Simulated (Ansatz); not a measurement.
Total energies of AlFH$_{6}$O$_{2}$Si$_{2}$ (`[F][Al]([O][SiH3])[O][SiH3]`).

```xyz
12

F    -1.7534   -2.1292   -0.4749
Al   -0.7260   -0.8839   -0.1958
O    -0.7421   -0.1399    1.2907
Si   -0.7860    0.5684    2.7536
O     0.3045   -0.3986   -1.4066
Si    1.2949    0.0490   -2.6159
H     0.3822    1.4733    2.9138
H    -0.7455   -0.4668    3.8190
H    -2.0356    1.3611    2.8902
H     2.3078    1.0124   -2.1110
H     0.5068    0.6963   -3.6969
H     1.9925   -1.1420   -3.1663
```

Charge 0, multiplicity 1. All single points use the PBE0-D4/def2-TZVP geometry. It is one conformer, not always the lowest. Basis def2-TZVPP, Ansatz 0.2.0.

RPA on PBE orbitals: Hartree–Fock energy of these orbitals -1072.81111 Eh, correlation -1.69026 Eh (frozen core).

```tsv
functional	energy without D4 (Eh)	D4 term (kJ/mol)
LDA (SPW92)	-1070.60245	–
PBE	-1075.01729	-25.1
revPBE	-1075.44987	-69.1
BLYP	-1075.69370	-53.7
PBE0	-1075.10632	-21.6
B3LYP	-1075.80745	-40.5
BHLYP	-1075.64239	-33.5
CAM-B3LYP	-1075.69316	-22.3
LC-ωPBE	-1075.32548	–
ωB97X-V	-1075.51768	–
```

Task: Give the same for r2SCAN, B97M-V, r2SCANh, r2SCAN0, HSE06 (plane-wave form), ωB97M-V, B2PLYP, PBE-QIDH. (Best estimate.)

Result: Ansatz gave: 
| functional | energy without D4 (Eh) | D4 term (kJ/mol) |
| --- | --- | --- |
| r2SCAN | -1075.53988 | -6.5 |
| B97M-V | -1075.44470 | – |
| r2SCANh | -1075.52108 | -7.0 |
| r2SCAN0 | -1075.49438 | -7.7 |
| HSE06 (plane-wave form) | -1075.07581 | -20.3 |
| ωB97M-V | -1075.60250 | – |
| B2PLYP | -1075.23685 | – |
| PBE-QIDH | -1074.83111 | – |

B3LYP takes the VWN-RPA correlation (the form of Gaussian; ORCA's B3LYP/G). HSE06 is the plane-wave form, built on full-range PBE exchange. The double hybrids freeze the cores in their second-order part.

LC-ωPBE has ω = 0.4 bohr⁻¹.
